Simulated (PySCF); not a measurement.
**Hf⁵⁹⁺ (hafnium, charge +59) across methods**

[Ne] 3s2 3p1, 2P determinant. Computed with PySCF 2.14 in an uncontracted even-tempered set (16 s from 15 bohr⁻², ratio 2.5; 10 p from 20 bohr⁻², ratio 2.5; 4 d from 76 bohr⁻², ratio 2.7; 4 f from 110 bohr⁻², ratio 2.7), with the non-relativistic Hamiltonian (point nucleus).

| method | E (hartree) | mean ε 3s α (eV) | mean ε 3s β (eV) | mean ε 3p α (eV) | Σ⟨r²⟩ (bohr²) | ⟨S²⟩ |
| --- | --- | --- | --- | --- | --- | --- |
| r2SCAN | -10420.11 | -5946.0 | -5930.7 | -5818.4 | 0.2005 | 0.750 |
| PBE | -10419.63 | -5942.8 | -5930.3 | -5815.5 | 0.2004 | 0.750 |
| LDA | -10411.79 | -5940.4 | -5928.7 | -5812.7 | 0.2005 | 0.750 |
| revPBE | -10420.13 | -5942.8 | -5929.9 | -5815.7 | 0.2003 | 0.750 |
| UHF | -10419.73660 | -5996.8 | -5971.1 | -5868.7 | 0.2005 | 0.751 |
| PBE0 | -10419.79 | -5956.6 | -5940.9 | -5829.1 | 0.2004 | 0.750 |

**Question.** Estimate the same row for M06-L.

**Answer.** E (hartree) = -10420.02; mean ε 3s α (eV) = -5945.0; mean ε 3s β (eV) = -5929.0; mean ε 3p α (eV) = -5816.8; Σ⟨r²⟩ (bohr²) = 0.2004; ⟨S²⟩ = 0.750.

A non-relativistic calculation at this Z misses sizeable relativistic shifts. Spin-orbit coupling, absent here, splits the open shell strongly.
